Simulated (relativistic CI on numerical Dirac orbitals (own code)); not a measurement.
# Pt⁵⁺: 5p photoemission

Computed with this model: Dirac-Coulomb-Breit CI, orbitals from a KLI potential per configuration, a model potential for QED, valence Slater integrals scaled by 0.9, multiplet model of photoemission in the sudden approximation; configurations [Xe] 4f14 5d5 → [Kr] 4d10 4f14 5s2 5p5 5d5; 80 K; Lorentzian 1.05 eV and Gaussian 0.6 eV FWHM. Energies are those of the free ion, without screening or charge transfer. The energies are binding energies and can lie tens of eV above those of solids. S is read from ⟨S²⟩ = S(S + 1).

Field parameters in Wybourne normalisation: D4h B²₀ = −7Ds, B⁴₀ = 21(Dq − Dt), B⁴₄ = 21√(5/14) Dq; Td as Oh with Dq negative (B⁴₀ = 21Dq, B⁴₄ = √(5/14) B⁴₀). The field is a parameter set, without covalency.

Computed curve for Td, 10Dq = -14650 cm⁻¹, scaled to 100 at the maximum (points under 2 are left out and the grid is thinned):

(Energy (eV), Intensity): (118.4, 2.0), (119.0, 2.5), (119.6, 3.3), (120.4, 5.0), (121.0, 7.5), (121.6, 12.7), (122.2, 26.9), (122.8, 68.1), (123.4, 92.2), (124.2, 46.3), (124.8, 61.8), (125.4, 100.0), (126.0, 67.7), (126.6, 35.1), (127.4, 21.9), (128.0, 13.9), (128.6, 10.8), (129.2, 9.0), (129.8, 8.1), (130.6, 9.5), (131.2, 12.5), (131.8, 15.9), (132.4, 16.6), (133.0, 16.4), (133.6, 15.0), (134.4, 12.9), (135.0, 10.7), (135.6, 8.7), (136.2, 6.7), (136.8, 5.4), (137.6, 5.7), (138.2, 6.8), (138.8, 7.4), (139.4, 9.8), (140.0, 11.2), (140.8, 11.0), (141.4, 9.2), (142.0, 6.7), (142.6, 5.1), (143.2, 4.2), (143.8, 4.3), (144.6, 4.6), (145.2, 4.8), (145.8, 7.1), (146.4, 14.4), (147.0, 29.9), (147.8, 33.6), (148.4, 28.6), (149.0, 22.2), (149.6, 17.7), (150.2, 20.1), (151.0, 23.1), (151.6, 21.2), (152.2, 22.3), (152.8, 17.3), (153.4, 11.5), (154.0, 8.9), (154.8, 5.3), (155.4, 3.0), (156.0, 2.1)

The ground state has S = 2.17, and the centroid lies at 133.68 eV.
